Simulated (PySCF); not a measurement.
MgGe and its ions

ROHF-CCSD; PySCF, no relativity, basis sets Mg def2-SVPD, Ge def2-SVPD. Neutral (ROHF): triplet (π ↑↑), Re = 2.656 Å, ωe = 233 cm⁻¹, De = 0.70 eV.

MgGe⁺ (UHF): doublet (π ↑), Re = 2.822 Å, ωe = 213 cm⁻¹, De = 1.58 eV to Mg⁺ + Ge. The energies at the minima are -2274.83660 hartree for MgGe and -2274.59466 for MgGe⁺.

Task: Work out the adiabatic ionisation energy, without and with harmonic zero-point energies (1 hartree = 27.2114 eV, 1 eV = 8065.5 cm⁻¹), and the change of the bond length.

Result: At CCSD: 0.24194 hartree = 6.584 eV between the minima; the zero-point term (213.0 − 233.0)/2 cm⁻¹ = -0.001 eV makes it 6.582 eV. Re changes by +16.6 pm against the neutral. The electron leaves a π orbital, and the longer bond of the ion fits a bonding orbital, or a change in how ionic the bond is.

Correlated steps freeze 10 core orbitals. UHF and ROHF references stand side by side, which adds small steps between rows. Correlated levels converge slowly with the basis: in double zeta they bind strong bonds too weakly, by up to about 1 eV, and carry superposition errors of some tenths. Spin–orbit coupling is left out. For an ion De counts to the pair picked by the measured ionisation energies or electron affinities, which need not be the lowest pair at this level. States were picked by a PBE0 search and need not be the measured ground states.

Neutral and ion stand on different kinds of reference determinant, which adds to the error of the difference.
